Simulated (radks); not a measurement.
Values are calculated unless marked as measured or tabulated.
Species: the hafnium ion Hf3+. Configuration: [Xe] 4f14 7p1 (not the ground configuration). Level of theory: scalar-relativistic Kohn-Sham, PBE, spin-polarised, spherical densities, finite nucleus; open shells are filled with parallel spins first (spin-orbit coupling, left out, can overturn this in heavy ions); Fermi nuclear charge, rms radius 5.347 fm (a radial shooting solver on a logarithmic mesh with Libxc functionals).

Normalised radial functions P(r) = r R(r), r in bohr:

r           5s up    5p up  4f down
0.00409    0.1495   0.0158   0.0000
0.006663   0.1775   0.0347   0.0000
0.01077    0.1705   0.0716   0.0001
0.01754    0.0863   0.1363   0.0005
0.02835   -0.0933   0.2155   0.0029
0.04581   -0.2706   0.2383   0.0147
0.07463   -0.1636   0.0610   0.0651
0.1206     0.2863  -0.2777   0.2286
0.1949     0.2800  -0.2370   0.6000
0.3175    -0.4982   0.3955   1.0809
0.5131    -0.1953   0.2926   1.2178
0.8359     0.9834  -0.7290   0.8602
1.351      0.8808  -0.9526   0.3982
2.183      0.2110  -0.3654   0.1074
3.557      0.0100  -0.0358   0.0114
5.748      0.0000  -0.0005   0.0003
9.289      0.0000  0.0000   0.0000
15.13      0.0000  0.0000   0.0000

5s up: eigenvalue -102.37 eV, 4 radial nodes at r = 0.0227, 0.0904, 0.235, 0.554 bohr, <r> = 1.12 bohr, 90 % of the charge inside 1.62 bohr. 5p up: eigenvalue -70.281 eV, 3 radial nodes at r = 0.0818, 0.238, 0.596 bohr, <r> = 1.31 bohr, 90 % of the charge inside 1.90 bohr. 4f down: eigenvalue -52.380 eV, 0 radial nodes, <r> = 0.670 bohr, 90 % of the charge inside 1.13 bohr.
